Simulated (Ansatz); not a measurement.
Input for Ansatz (a first-principles code): R-B3LYP-D3(BJ)/def2-TZVP on BF2HO (SMILES OB(F)F).

Ansatz 0.2 input:
```yaml
crystal:
  periodic: [false, false, false]
  atoms:
    - {symbol: B, position_ang: [0.05872460, -0.18172509, 0.31371724]}
    - {symbol: F, position_ang: [1.33988816, -0.40209342, 0.12266707]}
    - {symbol: F, position_ang: [-0.44909713, -0.65069570, 1.41675587]}
    - {symbol: O, position_ang: [-0.70790950, 0.47079684, -0.54136226]}
    - {symbol: H, position_ang: [-0.26859172, 0.77859064, -1.34048504]}
basis:
  gaussian:
    orbitals: def2-TZVP
hamiltonian:
  xc: b3lyp
  dispersion: d3bj
relax: {f_tol: 0.003, max_steps: 120}
```

Task: Predict the final total energy.

Result: -300.6852 hartree.

Task: How many basis functions does it have, and what does it roughly cost on one machine?

Result: 130 functions; around 16 core-seconds (rough).
